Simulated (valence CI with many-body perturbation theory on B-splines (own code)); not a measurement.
E1 transitions of Cs⁶⁺

Calculated by relativistic CI+MBPT: three valence electrons over a frozen Dirac-Fock core [Kr] 4d10, radial functions for each j: 8 s, 8 p, 9 d, 9 f, 6 g, 3 h, 2 i, with the one-electron correlation potential Σ1, the two-electron term Σ2, the three-electron term Σ3, Breit, model QED; selected CI, second order for the rest, scaled by the run's own slope (own B-spline code, finite nucleus).

Set against measurement, 48 paired levels are off by 286 cm⁻¹ on average, the worst by 971. These come from a selection out of Sansonetti, J. Phys. Chem. Ref. Data 38, 761 (2009). Levels without a partner in it may be off by more, other configurations by several thousand cm⁻¹. 2 measured levels below the end of the list, from 297071 cm⁻¹ on, found no clear computed partner, and computed levels of the same name lie up to 1606 cm⁻¹ from them.

Lines 51 to 100 of 209 in falling wavelength, among levels below 356450 cm⁻¹, chosen from the strongest by gf and those to the six lowest levels. Wavelengths and rates use the calculated energies, so an error of 300 cm⁻¹ moves a line at 96.17 nm by 0.29 % and its rate by three times that or more. Electric multipoles are in the length gauge, E1 and E2 with the static RPA response of the core. Weak lines are less certain than strong ones. Lines between different terms over intervals too small for the method are left out, as are lines whose strength nearly cancels. Where a level lies close to another of its J and parity, the split of strength between their lines is uncertain. The highest levels of a list are the least certain.

Names give the largest LS component (configuration and term), which can be under half, so a name can repeat, a term be missing and a line seem to break the LS rules; names also repeat where a configuration has a term twice. Letters in brackets count levels of one name in rising energy.

| λ vac (nm) | λ from measured levels | Upper | Lower | A (s⁻¹) | log gf | Branch % |
| --- | --- | --- | --- | --- | --- | --- |
| 96.17 | 95.95 | 5s5p² ⁴P_1/2 | 5s²5p ²P°_1/2 | 8.97e+07 | -1.60 | 90.0 |
| 91.42 | 91.18 | 4f5s5p ²F_7/2 [b] | 4f5s² ²F°_7/2 | 3.79e+07 | -1.42 | 55.2 |
| 90.77 | 90.55 | 4f5s5p ²F_7/2 [b] | 4f5s² ²F°_5/2 | 3.07e+07 | -1.52 | 44.8 |
| 88.86 |  | 5p³ ⁴S°_3/2 [b] | 5s5p² ²P_1/2 | 2.64e+08 | -0.90 | 3.5 |
| 88.13 | 87.82 | 5p³ ²P°_1/2 | 5s5p² ²P_3/2 | 1.41e+08 | -1.48 | 2.4 |
| 87.97 |  | 5p³ ⁴S°_3/2 [a] | 5s5p² ²D_5/2 | 1.33e+08 | -1.21 | 2.1 |
| 87.72 | 87.52 | 5s5p² ⁴P_3/2 | 5s²5p ²P°_1/2 | 1.93e+06 | -3.05 | 12.9 |
| 87.03 | 86.94 | 5p³ ²P°_1/2 | 5s5p² ²S_1/2 | 1.21e+09 | -0.56 | 20.2 |
| 86.94 | 87.07 | 5s²6p ²P°_1/2 | 5s²5d ²D_3/2 | 2.73e+09 | -0.21 | 54.4 |
| 85.89 | 85.37 | 4f5s5p ⁴D_7/2 | 4f5s² ²F°_7/2 | 7.12e+07 | -1.20 | 85.5 |
| 85.80 | 85.58 | 5s5p5d ²F°_5/2 | 5s²5d ²D_3/2 | 1.43e+08 | -1.02 | 1.0 |
| 85.56 | 85.29 | 5s5p5d ⁴D°_5/2 | 5s²5d ²D_5/2 | 5.30e+07 | -1.46 | 0.3 |
| 85.05 | 84.80 | 5s5p5d ⁴P°_3/2 | 5s²5d ²D_5/2 | 1.43e+08 | -1.21 | 0.9 |
| 83.86 | 83.84 | 5s²6p ²P°_3/2 | 5s²5d ²D_5/2 | 2.33e+09 | -0.01 | 30.0 |
| 83.58 |  | 5p³ ⁴S°_3/2 [a] | 5s5p² ²D_3/2 | 3.96e+08 | -0.78 | 6.3 |
| 82.16 | 82.11 | 5s5p² ²D_3/2 | 5s²5p ²P°_3/2 | 2.05e+07 | -2.08 | 1.2 |
| 81.96 | 81.85 | 4f5s5p ²G_7/2 [a] | 4f5s² ²F°_7/2 | 1.68e+08 | -0.87 | 66.8 |
| 81.91 | 81.92 | 5s²6p ²P°_3/2 | 5s²5d ²D_3/2 | 3.05e+08 | -0.91 | 3.9 |
| 81.48 | 81.18 | 5p³ ²P°_3/2 | 5s5p² ²P_3/2 | 1.20e+09 | -0.32 | 21.3 |
| 81.44 | 81.34 | 4f5s5p ²G_7/2 [a] | 4f5s² ²F°_5/2 | 8.37e+07 | -1.18 | 33.2 |
| 81.11 | 80.89 | 5s5p5d ²D°_5/2 | 5s²5d ²D_5/2 | 1.45e+08 | -1.07 | 1.2 |
| 80.72 |  | 5p³ ⁴S°_3/2 [b] | 5s5p² ²D_5/2 | 5.86e+08 | -0.64 | 7.7 |
| 80.54 | 80.43 | 5p³ ²P°_3/2 | 5s5p² ²S_1/2 | 1.55e+08 | -1.22 | 2.8 |
| 79.86 | 79.86 | 5p³ ²D°_5/2 | 5s5p² ²D_5/2 | 1.20e+09 | -0.16 | 56.8 |
| 78.32 | 78.25 | 5s5p² ²D_5/2 | 5s²5p ²P°_3/2 | 7.18e+08 | -0.40 | 100.0 |
| 77.84 | 77.78 | 4f5s5p ²D_5/2 [a] | 4f5s² ²F°_7/2 | 1.38e+08 | -1.13 | 17.0 |
| 77.37 | 77.32 | 4f5s5p ²D_5/2 [a] | 4f5s² ²F°_5/2 | 3.28e+08 | -0.75 | 40.6 |
| 77.00 |  | 5p³ ⁴S°_3/2 [b] | 5s5p² ²D_3/2 | 3.45e+08 | -0.91 | 4.5 |
| 76.23 | 76.20 | 5p³ ²D°_5/2 | 5s5p² ²D_3/2 | 2.39e+08 | -0.90 | 11.3 |
| 74.96 | 74.73 | 5s5p5d ²F°_7/2 | 5s²5d ²D_5/2 | 2.65e+08 | -0.75 | 2.6 |
| 74.16 | 74.01 | 5p³ ²P°_1/2 | 5s5p² ²P_1/2 | 2.24e+08 | -1.43 | 3.7 |
| 72.09 |  | 5p³ ⁴S°_3/2 [a] | 5s5p² ⁴P_5/2 | 2.71e+09 | -0.07 | 43.1 |
| 71.92 | 72.09 | 5s5p² ²P_1/2 | 5s²5p ²P°_3/2 | 3.07e+08 | -1.32 | 3.0 |
| 71.79 | 71.72 | 5s5p5d ²P°_3/2 | 5s²5d ²D_5/2 | 8.14e+08 | -0.60 | 3.5 |
| 70.87 | 70.84 | 5s5p² ²D_3/2 | 5s²5p ²P°_1/2 | 1.71e+09 | -0.29 | 98.8 |
| 70.36 | 70.32 | 5s5p5d ²P°_3/2 | 5s²5d ²D_3/2 | 6.59e+08 | -0.71 | 2.8 |
| 69.81 | 69.68 | 5s5p5d ²F°_5/2 | 5s5p² ²P_3/2 | 2.20e+08 | -1.02 | 1.6 |
| 69.39 | 69.24 | 5p³ ²P°_3/2 | 5s5p² ²P_1/2 | 4.36e+08 | -0.90 | 7.7 |
| 68.58 | 68.55 | 4f5s5p ²F_5/2 [b] | 4f5s² ²F°_7/2 | 2.52e+08 | -0.97 | 3.5 |
| 68.47 | 68.52 | 5s5p5d ²D°_3/2 | 5s5p² ²S_1/2 | 2.58e+08 | -1.14 | 1.5 |
| 68.25 | 68.24 | 4f5s5p ²F_7/2 [c] | 4f5s² ²F°_7/2 | 6.78e+09 | 0.58 | 91.6 |
| 68.21 | 68.20 | 4f5s5p ²F_5/2 [b] | 4f5s² ²F°_5/2 | 6.89e+09 | 0.46 | 96.0 |
| 68.14 |  | 5p³ ⁴S°_3/2 [a] | 5s5p² ⁴P_3/2 | 1.30e+09 | -0.44 | 20.7 |
| 67.89 | 67.88 | 4f5s5p ²F_7/2 [c] | 4f5s² ²F°_5/2 | 6.14e+08 | -0.47 | 8.3 |
| 67.78 |  | 5s5p5d ⁴F°_3/2 | 5s5p² ²D_5/2 | 1.27e+08 | -1.46 | 13.2 |
| 67.21 | 67.24 | 5s²6p ²P°_3/2 | 5s5p² ²P_3/2 | 3.97e+08 | -0.97 | 5.1 |
| 67.15 |  | 5p³ ⁴S°_3/2 [b] | 5s5p² ⁴P_5/2 | 2.21e+09 | -0.22 | 28.9 |
| 66.55 | 66.60 | 5p³ ²D°_5/2 | 5s5p² ⁴P_5/2 | 3.32e+08 | -0.88 | 15.8 |
| 66.53 | 66.69 | 4f5s5p ²G_9/2 [b] | 4f5s² ²F°_7/2 | 6.83e+09 | 0.66 | 100.0 |
| 66.33 | 66.48 | 4f5s5p ²G_7/2 [b] | 4f5s² ²F°_7/2 | 5.05e+08 | -0.57 | 7.7 |

(1) How does gf follow from A for the line at 85.89 nm?

Results:

(1) gf = 1.4992 × (2J+1)_upper × A / σ², with σ = 116429 cm⁻¹ and 2J+1 = 8: gf = 0.0630.
